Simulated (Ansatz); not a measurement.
Consider the substitution at a C–Se bond: `C[Se]B(F)Cl` + `NC[SeH]` → `C[Se]CN` + `FB(Cl)[SeH]`.

Computed with Ansatz on PBE0-D4/def2-TZVP structures; ΔE is electronic, products minus reactants. CCSD(T)/CBS adds triple-zeta CCSD(T) − MP2 to the extrapolated MP2 energy (def2 sets, frozen cores). For Se outer-core shells are correlated without core-valence functions, which leaves a few kJ/mol of doubt a bond. Scalar relativity is left out up to krypton. One conformer a species, not always the lowest.

`C[Se]B(F)Cl`:

Z-matrix (Å, degrees):
```
C
Se 1 1.948
H 1 1.087 2 109.9
H 1 1.088 2 106.2 3 119.1
H 1 1.087 2 109.9 3 -121.9
B 2 1.926 1 100.4 3 60.9
Cl 6 1.754 2 123.8 1 0.0
F 6 1.319 2 118.0 1 -180.0
```

`NC[SeH]`:

```xyz
8

N    -1.008   -0.348   -0.501
C     0.074    0.493   -0.060
Se    1.825   -0.332   -0.366
H    -1.894    0.138   -0.422
H    -1.062   -1.196    0.049
H     0.063    0.787    0.995
H     0.088    1.404   -0.660
H     1.913   -0.947    0.965
```

`C[Se]CN`:

Z-matrix (Å, degrees):
```
C
Se 1 1.941
H 1 1.090 2 110.8
H 1 1.089 2 107.1 3 -118.4
H 1 1.090 2 110.4 3 122.8
C 2 1.984 1 96.8 3 -62.3
N 6 1.427 2 117.9 1 65.6
H 6 1.091 2 103.5 1 -172.3
H 6 1.090 2 106.7 1 -58.5
H 7 1.011 6 111.9 2 -66.5
H 7 1.012 6 111.5 2 54.5
```

`FB(Cl)[SeH]`:

Z-matrix (Å, degrees):
```
B
F 1 1.317
Se 1 1.936 2 117.5
Cl 1 1.748 2 118.6 3 180.0
H 3 1.466 1 94.2 2 180.0
```

```
         level  ΔE (kJ/mol)
MP2/def2-TZVPP        -11.9
  HF/CBS(def2)         -9.4
```

Q: What does CCSD(T)/CBS give? (Best estimate.)

A: The calculation gave: -11.0 kJ/mol. The listed levels differ from it by -0.9, 1.6 kJ/mol.

Largest T1 diagnostic among the species: 0.011.
